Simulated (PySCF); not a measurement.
C7H9NO.
Cartesian coordinates in Å at the GFN2-xTB level; atoms count from 1:
```xyz
18
C7H9NO angstrom
C     -2.479    1.109    0.072
N     -1.835   -0.144   -0.235
C     -0.484   -0.345   -0.054
C      0.021   -1.649   -0.082
C      1.376   -1.878    0.038
C      2.264   -0.829    0.187
C      1.772    0.470    0.217
O      2.662    1.493    0.370
C      0.411    0.713    0.100
H     -3.547    1.008   -0.108
H     -2.097    1.891   -0.585
H     -2.327    1.422    1.114
H     -2.398   -0.965   -0.073
H     -0.664   -2.476   -0.198
H      1.749   -2.891    0.018
H      3.324   -0.992    0.286
H      2.189    2.334    0.363
H      0.056    1.733    0.131
```

The closed-shell SCF was solved with PySCF and density fitting under several settings on one GFN2-xTB geometry (grid level 2 and gas phase unless stated).

```csv
settings,basis functions,SCF cycles,E (Eh),HOMO (eV),LUMO (eV),dipole (D)
PBE0/pcSseg-1,198,14,-401.6209,-5.63,0.29,3.19
PBE0/def2-SVPD,255,14,-401.4062,-5.68,0.15,3.06
"PBE/IGLO-II, level shift 0.2 Eh, start guess atom",252,11,-401.7411,-4.55,-0.55,3.13
"PBE0/6-31++G**, start guess atom",216,11,-401.6910,-5.61,-0.20,3.18
"wB97X-D/6-311G**, IEF-PCM chloroform",216,13,-402.1018,-7.30,2.03,3.81
"PBE0/STO-3G, damping 0.3 at the start, DIIS from the seventh cycle",54,12,-396.6345,-3.24,3.53,2.91
```

Task: Estimate the row for these settings: KT3/6-31++G**.

Result: 
| settings | basis functions | SCF cycles | E (Eh) | HOMO (eV) | LUMO (eV) | dipole (D) |
| --- | --- | --- | --- | --- | --- | --- |
| KT3/6-31++G** | 216 | 15 | -408.4315 | -4.65 | -0.93 | 3.10 |

Task: Over all rows, what range does the HOMO–LUMO gap span?

Result: From 3.72 eV (KT3/6-31++G**) to 9.33 eV (wB97X-D/6-311G**, IEF-PCM chloroform). The functional of the narrowest has no exact exchange, that of the widest range-separated exact exchange.

Task: And the dipole moment?

Result: From 2.91 D (PBE0/STO-3G, damping 0.3 at the start, DIIS from the seventh cycle) to 3.81 D (wB97X-D/6-311G**, IEF-PCM chloroform); the largest is 1.31 times the smallest, and the median is 3.13 D.

Task: Compare two rows with the functional PBE0: PBE0/STO-3G, damping 0.3 at the start, DIIS from the seventh cycle and PBE0/def2-SVPD. Which energy is lower, and by how much?

Result: PBE0/def2-SVPD (255 functions) lies 4.7717 Eh or 2994 kcal/mol below PBE0/STO-3G, damping 0.3 at the start, DIIS from the seventh cycle (54 functions).

wB97X-D ran without the empirical dispersion term, which would shift the total energy alone. Cycle counts include a coarse-grid stage where the run had one. All basis functions are spherical, in the Pople sets too. KT3 was designed for NMR shieldings or shifts; total energies of different functionals aren't comparable. Geometry: GFN2-xTB, one conformer.
